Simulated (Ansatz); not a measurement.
Geometry optimisation, RKS B3LYP-D4/STO-3G in Ansatz.

Input file:

```yaml
crystal:
  periodic: [false, false, false]
  atoms:
    - { symbol: C, position_ang: [-2.0173, 0.4415, 0.846] }
    - { symbol: B, position_ang: [-0.5085, 0.3866, 1.0838] }
    - { symbol: O, position_ang: [0.6286, -0.4339, 1.4039] }
    - { symbol: Si, position_ang: [1.2993, 0.4294, 0.0902] }
    - { symbol: C, position_ang: [1.3543, -0.7511, -1.3787] }
    - { symbol: H, position_ang: [-2.4947, 1.2967, 1.4773] }
    - { symbol: H, position_ang: [-2.2272, 0.7338, -0.2273] }
    - { symbol: H, position_ang: [-2.5013, -0.469, 1.0726] }
    - { symbol: H, position_ang: [2.3988, 1.2229, 0.5528] }
    - { symbol: H, position_ang: [0.3424, -1.1028, -1.6146] }
    - { symbol: H, position_ang: [1.7924, -0.2085, -2.2009] }
    - { symbol: H, position_ang: [2.0102, -1.6008, -1.0712] }
basis:
  gaussian: { orbitals: STO-3G }
hamiltonian:
  xc: b3lyp
  dispersion: d4
relax:
  f_tol: 0.02
  max_steps: 40
scf:
  lower_state_search: "off"
```

Launched with:

```bash
$ ansatz run input.yaml --threads 1 --pin off --max-ram 2048MiB --backend cpu --events-out ev --progress --plain --runs-dir out
```

Task: Where does it end, and by what steps?

Result: It converged. The force dipped under the threshold on the way, but the program's further checks kept it going. Limits of this set-up: minimal basis. After 12 steps the energy has fallen by 1.619 eV; H8 moved furthest, 0.74 Å.

| step | energy less start (eV) | largest force component (eV/Å) | accepted |
| --- | --- | --- | --- |
| 0 | 0.0000 | 7.220 | yes |
| 1 | -1.3301 | 2.107 | yes |
| 2 | -1.5320 | 0.633 | yes |
| 3 | -1.5934 | 0.527 | yes |
| 4 | -1.6135 | 0.194 | yes |
| 5 | -1.5937 | 0.401 | no |
| 6 | -1.6176 | 0.029 | yes |
| 7 | -1.6179 | 0.012 | yes |
| 8 | -1.6183 | 0.022 | yes |
| 9 | -1.6186 | 0.074 | yes |
| 10 | -1.6189 | 0.030 | yes |
| 11 | -1.6189 | 0.053 | yes |
| 12 | -1.6193 | 0.015 | yes |

```xyz
12
Properties=species:S:1:pos:R:3
C -2.152 0.589 1.013
B -0.650 0.236 0.729
O 0.224 -0.689 1.172
Si 1.052 0.366 -0.051
C 1.660 -0.730 -1.451
H -2.242 1.598 1.446
H -2.743 0.589 0.084
H -2.620 -0.121 1.713
H 2.177 0.978 0.629
H 0.838 -1.301 -1.900
H 2.116 -0.124 -2.246
H 2.419 -1.444 -1.104
```

Whether the end is a true minimum wasn't checked by a vibrational analysis.

Time of the run: 19 s on 1 thread of Intel(R) Xeon(R) Platinum 8488C (Sapphire Rapids), on a shared host, peak memory 0.17 GiB.
